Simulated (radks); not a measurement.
Task: The nitrogen anion N2-, [He] 2s2 2p5, held by a Watson sphere: a shell of charge +2.98 at radius R that stands for the Madelung well of a crystal (potential energy -2.98/R inside, -2.98/r outside, in hartree with lengths in bohr). Calculated with a radial shooting solver on a logarithmic mesh with Libxc functionals: non-relativistic Kohn-Sham, PBEsol, spin-polarised, spherical densities, point nucleus; open shells are filled with parallel spins first. Response by self-consistent Sternheimer equations with the Hartree and adiabatic LDA kernel. The sphere does not respond.

R (bohr)  e(2s down) (eV)  e(2p up) (eV)  e(2p down) (eV)  <r> 2p (bohr)  sum of <r^2> (bohr^2)  X-ray form factor at sin(theta)/lambda = 0.1 1/angstrom  alpha (bohr^3)
1.65              -31.204        -20.501          -19.360          1.475                  17.69                                                    7.829           7.204
1.72              -30.552        -19.951          -18.831          1.500                  18.27                                                    7.796           7.762
2.53              -24.515        -14.766          -13.802          1.773                  24.68                                                    7.457           17.35
2.73              -23.408        -13.774          -12.832          1.836                  26.23                                                    7.385           20.90
3.24              -21.108        -11.657          -10.753          1.995                  30.17                                                    7.218           33.15
3.65              -19.689        -10.313           -9.422          2.128                  33.44                                                    7.099           47.41
3.71              -19.507        -10.139           -9.249          2.148                  33.93                                                    7.083           49.92
3.89              -18.994         -9.649           -8.757          2.211                  35.43                                                    7.035           58.25

Estimate the row for R = 1.99 bohr.

Result: e(2s down) (eV) -28.234; e(2p up) (eV) -17.993; e(2p down) (eV) -16.939; <r> 2p (bohr) 1.596; sum of <r^2> (bohr^2) 20.45; X-ray form factor at sin(theta)/lambda = 0.1 1/angstrom 7.674; alpha (bohr^3) 10.26.
